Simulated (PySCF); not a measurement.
**Electron correlation in I (iodine, neutral)**

[Kr] 4d10 5s1 5p5 6s1, high-spin 4P determinant (an excited configuration). Calculation: PySCF 2.14, in dyall-av2z (22s16p12d, 130 functions); no relativity, point nucleus. Frozen: [Kr] 4d10; 7 electrons correlated; the 62 highest virtual orbitals of each spin left out.

MP2 pair energies summed by pair of shells (mhartree):

| pair | energy | share (%) |
| --- | --- | --- |
| 5p-5p | -96.59 | 70.7 |
| 5p-6s | -31.92 | 23.4 |
| 5s-5p | -7.84 | 5.7 |
| 5s-6s | -0.30 | 0.2 |

Total MP2 correlation energy: -136.64 mhartree.

Same-spin part -26.90 and opposite-spin part -109.74 mhartree; SCS-MP2 scales them by 1/3 and 6/5 to -140.66 mhartree.
